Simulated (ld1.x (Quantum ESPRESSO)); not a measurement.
## Before and after: ultrasoft potential for carbon (C)

- Element: C
- Generator: ld1.x (Quantum ESPRESSO) 7.5
- Type: ultrasoft
- Functional: PBE
- Relativity: non-relativistic
- Frozen core: [He]
- Valence charge: 4
- Reference configuration: 2s2 2p1 (charge +1)
- Partial waves: 2s (bound): rcut 1.00, rcutus 1.25 bohr; 2s channel at -0.5 Ry: rcut 1.00, rcutus 1.25 bohr; 2p (bound): rcut 1.75, rcutus 2.00 bohr; 2p channel at -0.3 Ry: rcut 1.75, rcutus 2.00 bohr; 3d channel at -0.2 Ry: rcut 2.05, rcutus 2.30 bohr; 3d channel at 2.15 Ry: rcut 2.05, rcutus 2.30 bohr
- Local potential: all-electron potential smoothed inside 1.80 bohr (lloc = -2)
- Core correction: none
- Augmentation charge: built from norm-conserving waves at rcut, not smoothed further

All-electron outer shells of the reference configuration (PBE, non-relativistic, ld1.x):

```tsv
shell	level (eV)	outermost node (bohr)	outermost maximum (bohr)
2s	-25.74	0.38	1.17
2p	-17.01	–	1.11
```

Change: functional LDA (PZ); removed wave 3d channel at 2.15 Ry: rcut 2.05, rcutus 2.30 bohr.

Cutoffs: the cutoffs (Ry, on a coarse ladder) from which the occupation-weighted sum of valence levels, in a spherical-Bessel basis at the reference potential, stays within 10 and 1 mRy of its value at 400 Ry; they do not see the model core or the augmentation charge, which bear on the density cutoff. Errors are all-electron minus pseudo energies relative to the spin-unpolarised reference configuration.

Problem. What does the change do?

Solution. The potential gets neither clearly harder nor softer (15 Ry and 21 Ry → 15 Ry and 21 Ry); the number of tests with a reliable result goes from 7 to 9; of the 7 tests that both files solve, the error grows in 1 and shrinks in 3 by more than 15 % and 0.3 meV (median size 49.5 → 33.1 meV); neither file shows a bound ghost.

| quantity | base | changed |
| --- | --- | --- |
| cutoff, loose | 15 Ry | 15 Ry |
| cutoff, tight | 21 Ry | 21 Ry |
| bound ghosts | none | none |
| error for 2s2 2p2, meV [ΔE -10.87 → -10.99 eV] | +11 | +1.3 |
| error for 2s2 2p0, meV [ΔE 24.16 → 24.26 eV] | +102 | +93 |
| error for 2s1 2p0, meV [ΔE 72.33 → 72.21 eV] | +298 | +341 |
| error for 2s0 2p4, meV [ΔE 6.08 → 5.50 eV] | +91 | +86 |
| error for 2s2 2p1.5, meV [ΔE -6.90 → -6.96 eV] | +7.5 | +5.3 |
| error for 2s1 2p3, meV [ΔE -2.40 → -2.76 eV] | +49 | +33 |
| error for 2s1 2p2, meV [ΔE 8.74 → 8.48 eV] | +12 | +14 |
| s: phases at 2.50 bohr within 0.05 rad from the reference energy up to (Ry; the scan ends near 5) | to the end of the scan | to the end of the scan |
| p: phases at 2.50 bohr within 0.05 rad from the reference energy up to (Ry; the scan ends near 5) | -0.0 | -0.2 |
| d: phases at 2.50 bohr within 0.05 rad from the reference energy up to (Ry; the scan ends near 5) | to the end of the scan | 4.2 |
| lowest overlap eigenvalue by channel | s 0.61, p 1.00, d 0.97 | s 0.61, p 1.00, d 0.95 |
